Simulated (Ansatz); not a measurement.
C₉H₁₄BrN⁻, that is N-butylpyridinium bromide with one electron more. Charge -1, multiplicity 2. Geometry r2SCAN-D4/def2-SVP.

```xyz
25

C     2.8388    2.2992    0.7563
C     1.4867    1.8139    1.2636
C     0.9395    0.6477    0.4488
C    -0.4834    0.2843    0.8675
N    -1.0622   -0.7864    0.0731
C    -1.6175   -0.4870   -1.1736
C    -2.0253   -1.4884   -2.0132
C    -1.8759   -2.8673   -1.6609
C    -1.2556   -3.1417   -0.4147
C    -0.8501   -2.1242    0.4145
H     3.5923    1.4908    0.7530
H     3.2354    3.1255    1.3701
H     2.7350    2.6714   -0.2762
H     1.5560    1.5308    2.3335
H     0.7561    2.6393    1.1777
H     1.6014   -0.2390    0.5210
H     0.8917    0.9603   -0.6099
H    -0.5192   -0.0207    1.9305
H    -1.1047    1.1885    0.7299
H    -1.6796    0.5881   -1.4005
H    -2.4691   -1.2001   -2.9711
H    -2.1942   -3.6689   -2.3302
H    -1.0859   -4.1727   -0.0862
H    -0.3693   -2.2918    1.3812
Br   -1.0410    3.2485   -1.0842
```

At PBE-D4/def2-TZVP the highest occupied level of the relaxed charge -1 doublet lies above zero (up to 0.75 eV). By energy differences its removal costs 1.33 eV (each at its own geometry, to the charge 0 singlet, at PBE-D4/def2-TZVP); self-interaction error and the lack of diffuse functions both raise the level. In the doublet geometry the species has come apart into loosely held pieces.

**Question.** Estimate the α-spin orbital energies around the gap (eV) in Ansatz with PBE-D4/def2-TZVP, PBE0-D4/def2-TZVP.

**Answer.** 
| orbital | PBE-D4/def2-TZVP | PBE0-D4/def2-TZVP |
| --- | --- | --- |
| HOMO−5 | -3.57 | -4.95 |
| HOMO−4 | -3.35 | -4.58 |
| HOMO−3 | -0.65 | -1.81 |
| HOMO−2 | -0.63 | -1.79 |
| HOMO−1 | -0.61 | -1.78 |
| HOMO | 0.75 | -0.27 |
| LUMO | 2.01 | 2.96 |
| LUMO+1 | 3.30 | 4.08 |
| LUMO+2 | 3.60 | 4.39 |
| LUMO+3 | 3.92 | 4.70 |
| LUMO+4 | 4.44 | 5.23 |
| LUMO+5 | 4.56 | 5.37 |
| β HOMO | -0.60 | -1.77 |
| β LUMO | 1.53 | 2.49 |
